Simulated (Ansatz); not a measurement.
Consider the formal exchange of groups at a C–C bond: `CC(C)(C)OC(C)(C)C` + `C#[C][AlH][F]` → `C#[C][Al]([CH3])[F]` + `CC(C)OC(C)(C)C`.

Calculated with Ansatz (gas phase, PBE0-D4/def2-TZVP geometries, no zero-point term in ΔE). CCSD(T)/CBS adds triple-zeta CCSD(T) − MP2 to the extrapolated MP2 energy (def2 sets, frozen cores). One conformer a species, not always the lowest.

```json
{"species": "`CC(C)(C)OC(C)(C)C`", "CCSD(T)/CBS(def2) energy (Eh)": "-390.44654"}
{"species": "`C#[C][AlH][F]`", "CCSD(T)/CBS(def2) energy (Eh)": "-419.13611"}
{"species": "`C#[C][Al]([CH3])[F]`", "CCSD(T)/CBS(def2) energy (Eh)": "-458.41573"}
{"species": "`CC(C)OC(C)(C)C`", "CCSD(T)/CBS(def2) energy (Eh)": "-351.18883"}
```

(1) Work out ΔE.

Largest T1 diagnostic among the species: 0.013.

Answers

(1) ΔE = (-458.41573) + (-351.18883) − (-390.44654) − (-419.13611) = -0.02191 Eh = -0.60 eV.

The D4 term adds +0.11 eV with B3LYP and +0.07 eV with PBE0; it sums over pairs of atoms, weighted by their polarisabilities, and B3LYP, whose exchange is more repulsive, gets the larger term. In def2-TZVPP, CCSD(T) changes the Hartree–Fock value by +0.14 eV (the triples alone add +0.03 eV) and MP2 by +0.15 eV.

B3LYP here is the variant with VWN-RPA as its local correlation; programs differ in this.
